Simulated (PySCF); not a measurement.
**Cr (chromium, neutral): UHF calculation**

Configuration: [Ar] 3d4 4s2, high-spin 5D determinant (an excited configuration). Computed with PySCF 2.14 in aug-cc-pVTZ with one added diffuse shell each of s, p, d, f, g type (9s8p6d4f3g, 118 functions), with the non-relativistic Hamiltonian (point nucleus).

* Total energy: -1043.316513 hartree
* One-electron energy: -1435.1006 hartree
* Hartree (Coulomb) energy: 439.3142 hartree
* Exchange energy: -47.5301 hartree
* Kinetic energy: 1043.35608 hartree
* ⟨S²⟩: 6.0159
* ⟨L²⟩: 6.023
* Sum of ⟨r⟩: 21.76 bohr
* Sum of ⟨r²⟩: 45.35 bohr²
* Traceless quadrupole moment −½Σ⟨3z² − r²⟩ along its main axis: -0.125 e·bohr²
* Density at the nucleus (Gaussians lack the cusp): 9270 bohr⁻³
* Spin density at the nucleus: 0.492 bohr⁻³
* Langevin diamagnetic susceptibility: -35.9 ×10⁻⁶ cm³/mol

```tsv
shell	electrons	mean orbital energy (hartree)	spread (hartree)	rms radius, mean of both spins (bohr)
1s α	1	-220.59213	0	0.0743
1s β	1	-220.59082	0	0.0743
2s α	1	-26.48613	0	0.319
2s β	1	-26.39261	0	0.319
2p α	3	-22.41188	0.00102	0.288
2p β	3	-22.31918	0.02815	0.288
3s α	1	-3.65214	0	0.971
3s β	1	-3.34799	0	0.971
3p α	3	-2.43542	0.04761	1.05
3p β	3	-2.06454	0.07028	1.05
3d α	4	-0.57384	0.06277	1.38
4s α	1	-0.26049	0	3.78
4s β	1	-0.22166	0	3.78
```

Spin-orbit constants ζ (cm⁻¹) from the X2C one-electron operator on these orbitals (non-relativistic here): bare nucleus, nucleus screened by l(l+1)(2l+1)/3 electrons, and screened by the Breit-Pauli mean field of the electrons.

```
shell   bare  screened nucleus  mean field
   2p  47730             43760         n/a
   3p   5511              5052         n/a
   3d  476.5             278.0         n/a
```

To first order the Landé constant is A = 69.49 cm⁻¹, so the lowest level has J = 0 and lies 0.0517 eV below the centre of the term. This holds in LS coupling only.
